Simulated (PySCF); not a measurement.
F$_{4}$V, doublet, at a GFN2-xTB geometry (such geometries of metal compounds can be far from the true shape) (the multiplicity is a formal guess); WB97X/3-21G in PySCF.

PySCF was given this input:
```python
from pyscf import gto, scf, dft

mol = gto.Mole()
mol.atom = '''
    V    -0.00000000    0.00000000    0.00000000
    F     0.75441976    0.94774271   -1.10596620
    F     0.39850250   -1.08701205    1.16194974
    F    -0.66330498   -1.06340261   -1.05817203
    F    -0.48961727    1.20267195    1.00218849
'''
mol.basis = '3-21g'
mol.spin = 1
mol.verbose = 4
mol.build()

mf = dft.UKS(mol)
mf.xc = 'wb97x'
mf.small_rho_cutoff = 0
mf.kernel()
mf.analyze()
```

It wrote (shortened):

```
PySCF version 2.14.0

[INPUT] verbose = 4
[INPUT] num. atoms = 5
[INPUT] num. electrons = 59
[INPUT] charge = 0
[INPUT] spin (= nelec alpha-beta = 2S) = 1
[INPUT] symmetry False subgroup None
[INPUT] Mole.unit = angstrom
[INPUT] Symbol           X                Y                Z      unit          X                Y                Z       unit  Magmom
[...]
nuclear repulsion = 364.735358220646
number of shells = 31
number of NR pGTOs = 114
number of NR cGTOs = 63
basis = 3-21g
ecp = {}

******** <class 'pyscf.dft.uks.UKS'> ********
method = UKS
initial guess = minao
damping factor = 0
level_shift factor = 0
DIIS = <class 'pyscf.scf.diis.CDIIS'>
diis_start_cycle = 1
diis_space = 8
diis_damp = 0
SCF conv_tol = 1e-09
SCF conv_tol_grad = None
SCF max_cycles = 50
direct_scf = True
direct_scf_tol = 1e-13
number electrons alpha = 30  beta = 29
XC library pyscf.dft.libxc version 7.1.2
    S. Lehtola, C. Steigemann, M. J. T. Oliveira, and M. A. L. Marques,  SoftwareX 7, 1–5 (2018)
XC functionals = wb97x
    J.-D. Chai and M. Head-Gordon,  J. Chem. Phys. 128, 084106 (2008)
radial grids:
    Treutler-Ahlrichs [JCP 102, 346 (1995); DOI:10.1063/1.469408] (M4) radial grids

becke partition: Becke, JCP 88, 2547 (1988); DOI:10.1063/1.454033
pruning grids: <function nwchem_prune>
grids dens level: 3
symmetrized grids: False
atomic radii adjust function: <function treutler_atomic_radii_adjust>
small_rho_cutoff = 0
Set gradient conv threshold to 3.16228e-05
tot grids = 77952
init E= -1335.71327855411

cycle= 1 E= -1336.36276751488  delta_E= -0.649  |g|= 0.92  |ddm|= 1.68
cycle= 2 E= -1333.76565582458  delta_E=  2.6  |g|= 3.26  |ddm|= 1.61
cycle= 3 E= -1336.68589824507  delta_E= -2.92  |g|= 0.292  |ddm|= 1.06
cycle= 4 E= -1336.70821123692  delta_E= -0.0223  |g|= 0.0792  |ddm|= 0.123
cycle= 5 E= -1336.71147447503  delta_E= -0.00326  |g|= 0.0134  |ddm|= 0.0611
cycle= 6 E= -1336.71172956297  delta_E= -0.000255  |g|= 0.00668  |ddm|= 0.0329
cycle= 7 E= -1336.71176689823  delta_E= -3.73e-05  |g|= 0.00108  |ddm|= 0.0139
cycle= 8 E= -1336.71176810547  delta_E= -1.21e-06  |g|= 0.000353  |ddm|= 0.00165
cycle= 9 E= -1336.71176824929  delta_E= -1.44e-07  |g|= 0.000219  |ddm|= 0.000467
cycle= 10 E= -1336.711768327  delta_E= -7.77e-08  |g|= 3.93e-05  |ddm|= 0.000532
cycle= 11 E= -1336.71176833016  delta_E= -3.15e-09  |g|= 1.68e-05  |ddm|= 0.000119
cycle= 12 E= -1336.71176833052  delta_E= -3.63e-10  |g|= 1.25e-05  |ddm|= 2.68e-05
[...]
converged SCF energy = -1336.71176833078  <S^2> = 0.75253565  2S+1 = 2.002534
Total Energy =                       -1336.711768330776067
[...]
spin_pop of  0 V 5px      -0.00000
spin_pop of  0 V 5py      -0.00003
spin_pop of  0 V 5pz      -0.00003
spin_pop of  0 V 3dxy      0.05095
spin_pop of  0 V 3dyz      0.01711
spin_pop of  0 V 3dz^2     0.21887
spin_pop of  0 V 3dxz      0.02219
spin_pop of  0 V 3dx2-y2    0.58616
spin_pop of  0 V 4dxy      0.00031
spin_pop of  0 V 4dyz      0.00019
spin_pop of  0 V 4dz^2     0.00143
spin_pop of  0 V 4dxz      0.00011
spin_pop of  0 V 4dx2-y2    0.00410
spin_pop of  1 F 1s       -0.00000
spin_pop of  1 F 2s        0.00039
spin_pop of  1 F 3s        0.00002
spin_pop of  1 F 2px       0.02786
spin_pop of  1 F 2py      -0.00827
spin_pop of  1 F 2pz      -0.00913
spin_pop of  1 F 3px       0.00011
spin_pop of  1 F 3py       0.00010
spin_pop of  1 F 3pz       0.00014
spin_pop of  2 F 1s       -0.00000
spin_pop of  2 F 2s        0.00039
spin_pop of  2 F 3s        0.00002
spin_pop of  2 F 2px       0.02724
spin_pop of  2 F 2py      -0.00783
spin_pop of  2 F 2pz      -0.00893
spin_pop of  2 F 3px       0.00003
spin_pop of  2 F 3py       0.00015
spin_pop of  2 F 3pz       0.00017
spin_pop of  3 F 1s       -0.00000
spin_pop of  3 F 2s        0.00039
spin_pop of  3 F 3s        0.00002
spin_pop of  3 F 2px       0.02776
spin_pop of  3 F 2py      -0.00885
spin_pop of  3 F 2pz      -0.00843
spin_pop of  3 F 3px       0.00008
spin_pop of  3 F 3py       0.00013
spin_pop of  3 F 3pz       0.00014
spin_pop of  4 F 1s       -0.00000
spin_pop of  4 F 2s        0.00039
spin_pop of  4 F 3s        0.00002
spin_pop of  4 F 2px       0.02746
spin_pop of  4 F 2py      -0.00839
spin_pop of  4 F 2pz      -0.00860
spin_pop of  4 F 3px       0.00004
spin_pop of  4 F 3py       0.00019
spin_pop of  4 F 3pz       0.00012
 ** Mulliken Spin Density (per atom)  **
spin density of  0 V =      0.95506
spin density of  1 F =      0.01122
spin density of  2 F =      0.01125
spin density of  3 F =      0.01124
spin density of  4 F =      0.01123
 ** Mulliken pop alpha/beta on meta-lowdin orthogonal AOs **
 ** Mulliken pop       alpha | beta **
In total            30.00000 | 29.00000
 ** Mulliken atomic charges   ( Nelec_alpha | Nelec_beta ) **
charge of  0V =      1.49541  (    11.22983     10.27476 )
charge of  1F =     -0.37387  (     4.69254      4.68132 )
charge of  2F =     -0.37386  (     4.69255      4.68131 )
charge of  3F =     -0.37382  (     4.69253      4.68129 )
charge of  4F =     -0.37386  (     4.69254      4.68131 )
Dipole moment(X, Y, Z, Debye): -0.00007, -0.00008, -0.00014
```
